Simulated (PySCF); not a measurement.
**Peak assignment**

Molfile (atoms numbered from 1):
```
C6H11NOSi
     RDKit          3D

 20 19  0  0  0  0  0  0  0  0999 V2000
    3.6474   -0.6465    0.6488 C   0  0  0  0  0  0  0  0  0  0  0  0
    2.3853   -0.2417    0.2188 O   0  0  0  0  0  0  0  0  0  0  0  0
    1.9695    0.3611   -1.2301 Si  0  0  0  0  0  4  0  0  0  0  0  0
    0.1288    0.6523   -1.0512 C   0  0  0  0  0  0  0  0  0  0  0  0
   -0.5818    0.4571    0.0500 C   0  0  0  0  0  0  0  0  0  0  0  0
   -2.0550    0.6864    0.1738 C   0  0  0  0  0  0  0  0  0  0  0  0
   -2.7639   -0.6128    0.5964 C   0  0  0  0  0  0  0  0  0  0  0  0
   -4.1825   -0.4049    0.7182 C   0  0  0  0  0  0  0  0  0  0  0  0
   -5.3067   -0.2169    0.8079 N   0  0  0  0  0  0  0  0  0  0  0  0
    3.5478   -1.0522    1.6566 H   0  0  0  0  0  0  0  0  0  0  0  0
    4.0577   -1.4161   -0.0095 H   0  0  0  0  0  0  0  0  0  0  0  0
    4.3412    0.1976    0.6685 H   0  0  0  0  0  0  0  0  0  0  0  0
    2.2524   -0.6048   -2.3011 H   0  0  0  0  0  0  0  0  0  0  0  0
    2.6952    1.6047   -1.5217 H   0  0  0  0  0  0  0  0  0  0  0  0
   -0.3791    1.0149   -1.9365 H   0  0  0  0  0  0  0  0  0  0  0  0
   -0.0911    0.0931    0.9428 H   0  0  0  0  0  0  0  0  0  0  0  0
   -2.4644    1.0373   -0.7761 H   0  0  0  0  0  0  0  0  0  0  0  0
   -2.2449    1.4532    0.9311 H   0  0  0  0  0  0  0  0  0  0  0  0
   -2.5864   -1.3939   -0.1487 H   0  0  0  0  0  0  0  0  0  0  0  0
   -2.3748   -0.9572    1.5591 H   0  0  0  0  0  0  0  0  0  0  0  0
  1  2  1  0
  2  3  1  0
  3  4  1  0
  4  5  2  0
  5  6  1  0
  6  7  1  0
  7  8  1  0
  8  9  3  0
  1 10  1  0
  1 11  1  0
  1 12  1  0
  3 13  1  0
  3 14  1  0
  4 15  1  0
  5 16  1  0
  6 17  1  0
  6 18  1  0
  7 19  1  0
  7 20  1  0
M  END
```

Method: shieldings: GIAO PBE0/pcSseg-1, coordinates at the GFN2-xTB level, in PySCF (relativity neglected, no solvent, equivalent nuclei averaged, one conformer).

Referencing at the same level of theory: 13C (186.93 ppm), 1H (31.72 ppm) vs TMS.

Task: Assign these signals to the numbered atoms. 13C{1H} NMR (computed): δ 156.1, 131.1, 123.6, 54.2, 40.9, 18.1.

Result: 
```tsv
δ (ppm)	atoms	environment	reason
156.1	C5	alkene CH	an sp2 carbon of a C=C bond
131.1	C4	alkene CH	–
123.6	C8	nitrile carbon	C≡N carbons fall here, among the sp2 signals but without a proton
54.2	C1	methyl carbon bonded to O	the inductive effect lowers its shielding
40.9	C6	allylic sp3 CH2	saturated and bonded to C and H only
18.1	C7	sp3 CH2 α to a nitrile	a saturated carbon with 2 carbon neighbours and no heteroatom attached
```

Task: Assign these signals to the numbered atoms. 1H NMR (600 MHz, computed): δ 6.46 (m, 1H), 5.69 (m, 1H), 5.07 (d, 2H), 3.88 (s, 3H), 2.58 (m, 2H), 2.18 (t, 2H).

Result: 
6.46 → H16, hydrogen on an alkene CH: a vinylic proton, deshielded by the sp2 carbon and the C=C anisotropy
5.69 → H15, hydrogen on an alkene CH
5.07 → H13/H14, hydrogen on a silicon bonded to C, O
3.88 → H10/H11/H12, hydrogen on a methyl carbon bonded to O: its carbon carries O, hence the downfield position
2.58 → H17/H18, hydrogen on an allylic sp3 CH2: allylic position
2.18 → H19/H20, hydrogen on an sp3 CH2 α to a nitrile

Shifts are as computed. Against solution values, carbons near 30 ppm lie about +3 ppm off and those near 130 ppm about +5 ppm. Of 1211 compounds with measured shifts, 218 miss one by over three times the rms of a fit or turn the order of signals round; such compounds aren't used in these exercises. No couplings were computed; multiplicities are counted from neighbouring protons, with m where these are inequivalent, close in shift, in a saturated or five-membered ring or joined by F or P, and br s for small geminal =CH2 splittings.
